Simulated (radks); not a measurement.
Question: The thulium ion Tm5+ is in [Xe] 4f10. Calculated with a radial shooting solver on a logarithmic mesh with Libxc functionals: non-relativistic Kohn-Sham, PBE, spin-polarised, spherical densities, point nucleus. Open shells are filled with parallel spins first. One electron is removed from 5p, 4f, 5s, 4d in turn, with full relaxation. Which removal costs least, and what does each cost?

Answer: 5p 95.097 eV; 4f 96.950 eV; 5s 117.31 eV; 4d 266.30 eV. The 5p electron leaves first.
